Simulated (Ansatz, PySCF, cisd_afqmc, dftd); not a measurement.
System: CH₄Si, charge 0, singlet. CH4Si (SMILES C=[SiH2]).
B3LYP-D3(BJ)/def2-TZVP minimum from Ansatz (a quantum-chemistry and plane-wave program):
```xyz
6

C     -1.1498    -0.0548    -0.0450
Si     0.5479     0.0261     0.0215
H     -1.7685     0.8316    -0.0996
H     -1.6839    -0.9961    -0.0356
H      1.3979    -1.1745     0.0958
H      1.2833     1.3023     0.0091
```
Charge 0, spin multiplicity 1.

Wanted: enthalpy of formation at 298 K (by atomisation, with ideal-gas terms from PySCF's Hessian at B3LYP-D3(BJ)/def2-TZVP and the atoms' measured values of the G2/97 table; no spin-orbit terms), in kJ/mol. UHF or UKS for unpaired electrons; spin-orbit terms are left out. Cores are frozen in correlated methods. Rows without X2C or -DK are non-relativistic. The Monte Carlo rows (phaseless AFQMC, CISD trial, step 0.005/hartree) carry one-sigma bars that omit the constraint's bias. Outlying blocks are dropped, and bars are widened where a walk drifts. Over all cases where full CI ran beside it in this data, AFQMC minus full CI had a median of +0.1 mEh and passed +0.4 mEh in a tenth of the cases. CBS(X,Y): correlation extrapolated as X^-3, Hartree-Fock from the larger set (Q,5: extrapolated as (X+1)exp(-9√X)). A bracket is a step between two methods taken in the basis named. The functionals are non-relativistic, so their misses hold any scalar relativity. Double hybrids freeze cores in their MP2 part. 'core' is core correlation in cc-pwCVTZ (1s frozen past Ne), 'X2C' scalar relativity in cc-pVTZ-DK, both at CCSD(T). For partners of very few electrons the exact lower level stands in for a higher one. The restricted determinant of CH4Si (C=[SiH2], singlet) is unstable towards broken spin symmetry in at least one set run.

| level | program | enthalpy of formation at 298 K (kJ/mol) | difference against the last row |
|---|---|---|---|
| HF/CBS(cc-pV(Q+d)Z,cc-pV(5+d)Z) | Ansatz | 686.2 | 499.8 |
| PBE-D4/def2-TZVPD | Ansatz + dftd4 | 181.0 | -5.4 |
| B3LYP-D4/def2-TZVPD | Ansatz + dftd4 | 186.4 | 0.0 |
| PBE0/def2-TZVPD | Ansatz | 211.3 | 24.9 |
| wB97M-V/def2-TZVPD | Ansatz | 190.9 | 4.5 |
| B2PLYP-D3(BJ)/def2-TZVPD | Ansatz + dftd3 | 208.8 | 22.4 |
| MP2/cc-pV(Q+d)Z | Ansatz | 207.7 | 21.3 |
| MP2/CBS(cc-pV(Q+d)Z,cc-pV(5+d)Z) | Ansatz | 186.9 | 0.5 |
| CCSD(T)/cc-pV(D+d)Z | Ansatz | 335.5 | 149.1 |
| CCSD(T)/cc-pV(Q+d)Z | Ansatz | 205.3 | 18.9 |
| CCSD(T)/CBS(cc-pV(Q+d)Z,cc-pV(5+d)Z) | Ansatz | 188.7 | 2.3 |
| AFQMC/CISD/cc-pV(D+d)Z | cisd_afqmc | 334.9 ± 1.1 | 148.5 |
| CCSD(T)/CBS(cc-pV(Q+d)Z,cc-pV(5+d)Z) + [CCSDT(Q) - CCSD(T)]/cc-pV(T+d)Z + [CCSDTQ - CCSDT(Q)]/cc-pV(D+d)Z + core + X2C | Ansatz | 186.4 | 0.0 |
